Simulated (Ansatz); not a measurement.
Reaction (ligand exchange at the Si–S bond): `BO[SiH2]S[SiH3]` + `C=NCS` → `C=NCS[SiH3]` + `BO[SiH2]S`

Gas-phase electronic energies from Ansatz, PBE0-D4/def2-TZVP geometries. CBS: MP2 limit from def2 TZ/QZ plus the TZ coupled-cluster correction, frozen cores. DFT in def2-TZVPP. Each species was taken in one conformer, which may not be the lowest.

```
          species  PBE0-D4 energy (Eh)
`BO[SiH2]S[SiH3]`          -1081.15648
          `C=NCS`           -531.89767
    `C=NCS[SiH3]`           -822.50205
      `BO[SiH2]S`           -790.55040
```

(1) Work out ΔE.

Largest T1 diagnostic among the species: 0.013.

Results:

(1) ΔE = (-822.50205) + (-790.55040) − (-1081.15648) − (-531.89767) = 0.00170 Eh = +0.05 eV. CCSD(T)/CBS gives +0.05 eV.
